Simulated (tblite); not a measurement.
Isomers of C3H11PSi2. Level: GFN2-xTB in tblite, geometry and Hessian alike; calculated harmonic values, unscaled, isolated species. This tight-binding method is rough: wavenumbers can miss measured ones by several per cent, in bad cases by 10 to 20. Modes of hydrogen on phosphorus and silicon can be 10 to 20 % off. One conformer each.

Electronic energies: GFN2-xTB at the same geometries; isomer energies are rough at this level and their order can be wrong.

| SMILES | electronic energy, lowest = 0 (kcal/mol) |
| --- | --- |
| P[SiH2][SiH2]C1CC1 | 27.9 |
| C[Si@H]1C[Si@H](P)C1 | 31.2 |
| C=C[Si@@H](C)P[SiH3] | 28.2 |
| C=C(C)[SiH2][SiH2]P | 31.1 |
| C[C@@H]1C[SiH2]P[SiH2]1 | 0.0 |

**Question.** How do GFN2-xTB zero-point energies change the relative energies?

**Answer.** 
```json
{"SMILES": "C[C@@H]1C[SiH2]P[SiH2]1", "ZPE (kcal/mol)": "78.7", "of it from modes above 1550 cm⁻¹": "41.7", "electronic (kcal/mol)": "0.0", "with ZPE, lowest = 0 (kcal/mol)": "0.0", "lowest mode (cm⁻¹)": "55", "rings": "1"}
{"SMILES": "P[SiH2][SiH2]C1CC1", "ZPE (kcal/mol)": "76.0", "of it from modes above 1550 cm⁻¹": "41.1", "electronic (kcal/mol)": "27.9", "with ZPE, lowest = 0 (kcal/mol)": "25.2", "lowest mode (cm⁻¹)": "20", "rings": "1"}
{"SMILES": "C=C[Si@@H](C)P[SiH3]", "ZPE (kcal/mol)": "75.3", "of it from modes above 1550 cm⁻¹": "44.6", "electronic (kcal/mol)": "28.2", "with ZPE, lowest = 0 (kcal/mol)": "24.8", "lowest mode (cm⁻¹)": "20", "rings": "0"}
{"SMILES": "C=C(C)[SiH2][SiH2]P", "ZPE (kcal/mol)": "74.9", "of it from modes above 1550 cm⁻¹": "43.3", "electronic (kcal/mol)": "31.1", "with ZPE, lowest = 0 (kcal/mol)": "27.4", "lowest mode (cm⁻¹)": "15", "rings": "0"}
{"SMILES": "C[Si@H]1C[Si@H](P)C1", "ZPE (kcal/mol)": "78.0", "of it from modes above 1550 cm⁻¹": "43.2", "electronic (kcal/mol)": "31.2", "with ZPE, lowest = 0 (kcal/mol)": "30.5", "lowest mode (cm⁻¹)": "32", "rings": "1"}
```

The zero-point energies span 3.8 kcal/mol, from `C=C(C)[SiH2][SiH2]P` to `C[C@@H]1C[SiH2]P[SiH2]1`. The lowest isomer stays, but the order above it changes.
